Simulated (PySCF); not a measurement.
CH₉N₃Si, SMILES N[SiH](CN)N.

Geometry optimised at r2SCAN-D4/def2-SVP. This is a generated structure with no PubChem entry under its InChIKey; it may be hypothetical. One conformer was computed; it need not be the lowest.

Method: TDDFT-B3LYP/def2-SVPD run with PySCF.

Vertical excitations. The molecule is in vacuum.

Q: List the lowest excited states. (An estimate is asked for; the answer gives what the named calculation found.)

A: 
```tsv
state	energy (eV)	λ (nm)	f	main pairs
S1	5.27	235	0.006	HOMO→LUMO 97 %
S2	5.83	213	0.002	HOMO→LUMO+1 98 %
S3	6.31	197	0.028	HOMO→LUMO+2 98 %
S4	6.34	195	0.028	HOMO−1→LUMO 84 %
S5	6.38	194	0.050	HOMO−2→LUMO 74 %, HOMO→LUMO+3 19 %
S6	6.69	185	0.024	HOMO→LUMO+3 72 %, HOMO−2→LUMO 20 %
S7	6.91	179	0.015	HOMO−1→LUMO+1 87 %
S8	7.06	176	0.015	HOMO−2→LUMO+1 85 %
S9	7.18	173	0.102	HOMO→LUMO+4 82 %
S10	7.22	172	0.006	HOMO→LUMO+5 85 %
T1	5.09	244	0	HOMO→LUMO 92 %
T2	5.72	217	0	HOMO→LUMO+1 92 %
T3	6.05	205	0	HOMO−1→LUMO 51 %, HOMO−2→LUMO 15 %, HOMO−1→LUMO+1 12 %, HOMO→LUMO+2 8 %
T4	6.07	204	0	HOMO−2→LUMO 38 %, HOMO−1→LUMO 24 %, HOMO→LUMO+2 14 %, HOMO−1→LUMO+1 8 %
```
Triplets are in the Tamm–Dancoff approximation, which puts them higher than full response would, so one can lie above its singlet here.
